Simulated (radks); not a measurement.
Q: Species: La2+. Configuration: [Xe] 7f1 (not the ground configuration). Calculated with a radial shooting solver on a logarithmic mesh with Libxc functionals: Dirac Kohn-Sham, PBEsol, spin-unpolarised, spherical densities, finite nucleus; open shells are shared between the two j in proportion to 2j + 1; Fermi nuclear charge, rms radius 4.855 fm. Some entries of the table are withheld. Estimate them.

| orbital | occ. | eigenvalue (hartree) | <1/r> (bohr^-1) |
|---|---|---|---|
| 1s1/2 | 2 | -1422.883 | 61.99 |
| 2s1/2 | 2 | -227.0860 | 14.58 |
| 2p1/2 | 2 | -214.2475 | 14.57 |
| 2p3/2 | 4 | -199.0764 | 13.25 |
| 3s1/2 | 2 | -49.17026 | 5.251 |
| 3p1/2 | 2 | -43.75318 | 5.164 |
| 3p3/2 | 4 | -40.79677 | 4.835 |
| 3d3/2 | 4 | -31.29563 | (1) |
| 3d5/2 | 6 | -30.66284 | (2) |
| 4s1/2 | 2 | -10.53454 | 2.172 |
| 4p1/2 | 2 | -8.54102 | 2.069 |
| 4p3/2 | 4 | -7.91012 | 1.961 |
| 4d3/2 | 4 | (3) | 1.742 |
| 4d5/2 | 6 | (4) | 1.716 |
| 5s1/2 | 2 | -2.17727 | 0.8630 |
| 5p1/2 | 2 | (5) | (6) |
| 5p3/2 | 4 | (7) | (8) |
| 7f5/2 | 0.428571 | -0.11496 | 0.09696 |
| 7f7/2 | 0.571429 | -0.11480 | 0.09717 |

A: 
(1) 3d3/2 <1/r> (bohr^-1): 4.699
(2) 3d5/2 <1/r> (bohr^-1): 4.615
(3) 4d3/2 eigenvalue (hartree): -4.63994
(4) 4d5/2 eigenvalue (hartree): -4.53039
(5) 5p1/2 eigenvalue (hartree): -1.62451
(6) 5p1/2 <1/r> (bohr^-1): 0.7699
(7) 5p3/2 eigenvalue (hartree): -1.52667
(8) 5p3/2 <1/r> (bohr^-1): 0.7343
